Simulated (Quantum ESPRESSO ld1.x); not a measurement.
Sr I, configuration [Kr] 5s2 (the NIST ground configuration). Calculated with ld1.x of Quantum ESPRESSO 7.5: Dirac Kohn-Sham, PBE, spin-unpolarised, spherical densities, point nucleus. Some entries of the table are withheld. Estimate them.

orbital,occ.,eigenvalue (hartree),<1/r> (bohr^-1)
1s1/2,2,(1),39.00
2s1/2,2,-79.2610,8.780
2p1/2,2,-72.1300,8.751
2p3/2,4,-69.6160,8.411
3s1/2,2,-12.2600,(2)
3p1/2,2,(3),2.825
3p3/2,4,(4),2.743
3d3/2,4,-4.74202,(5)
3d5/2,6,-4.67477,(6)
4s1/2,2,-1.50245,0.9922
4p1/2,2,-0.86740,0.8627
4p3/2,4,-0.82477,0.8414
5s1/2,2,-0.12957,0.2926
5p1/2,0,(7),0.2152
4d3/2,0,-0.04814,0.4050
5p3/2,0,(8),0.2109
4d5/2,0,-0.04645,0.3992

Answer. 
(1) 1s1/2 eigenvalue (hartree): -585.453
(2) 3s1/2 <1/r> (bohr^-1): 2.934
(3) 3p1/2 eigenvalue (hartree): -9.67064
(4) 3p3/2 eigenvalue (hartree): -9.28526
(5) 3d3/2 <1/r> (bohr^-1): 2.520
(6) 3d5/2 <1/r> (bohr^-1): 2.499
(7) 5p1/2 eigenvalue (hartree): -0.04875
(8) 5p3/2 eigenvalue (hartree): -0.04647
